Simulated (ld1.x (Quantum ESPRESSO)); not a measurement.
**Transferability test, PAW potential for gallium**

ld1.x (Quantum ESPRESSO) 7.5 input, shortened:

```
&input
   title='Ga', zed=31., rel=1, dft='PZ', iswitch=3,
   config='[Ar] 3d10 4s2 4p0.5'
 /
 &inputp
   pseudotype=3, lpaw=.true., tm=.true., lloc=-1, rcloc=2.10,
   nlcc=.true., new_core_ps=.true.,
   which_augfun='GAUSS', rmatch_augfun=0.55
 /
6
4S  1  0   2.00   0.00  1.60  1.85  0.0
4S  1  0   0.00   0.60  1.60  1.85  0.0
4P  2  1   0.50   0.00  1.75  2.45  0.0
4P  2  1   0.00   0.85  1.75  2.45  0.0
3D  3  2  10.00   0.00  0.65  0.80  0.0
3D  3  2   0.00  -1.15  0.65  0.80  0.0
 &test
   configts(1)='3d10 4s2 4p0.5'
 /
```

Energies are relative to the spin-unpolarised reference configuration 3d10 4s2 4p0.5; without spin polarisation the order of configurations can differ from experiment. Spin-polarised rows fill each open shell by Hund’s rule, majority spin first.

| valence configuration | charge | ΔE all-electron (eV) | error AE − PS (meV) |
| --- | --- | --- | --- |
| 3d10 4s2 4p1 | 0 | -2.120 | +0.3 |
| 3d10 4s2 4p0 | +1 | 3.768 | -0.4 |
| 3d10 4s1 4p0 | +2 | 25.271 | -3.1 |
| 3d10 4s0 4p0 | +3 | 56.871 | -14 |
| 3d10 4s0 4p3 | 0 | 11.424 | -1.8 |
| 3d9 4s0 4p0 | +4 | 121.093 | -373 |
| 3d10 4s2 4p0.5 (spin-polarised) | +0.5 | -0.041 | 0.0 |
| 3d10 4s2 4p1 (spin-polarised) | 0 | -2.254 | +0.2 |

What are ΔE and the potential's error for 3d9 4s2 4p1?

ΔE = 25.846 eV all-electron; the error (AE − PS) is -189 meV.

Levels in the configuration 3d9 4s2 4p1:

```
level  all-electron (eV)  pseudo (eV)
   3d            -37.202      -37.607
   4s            -19.597      -19.621
   4p            -11.335      -11.359
```
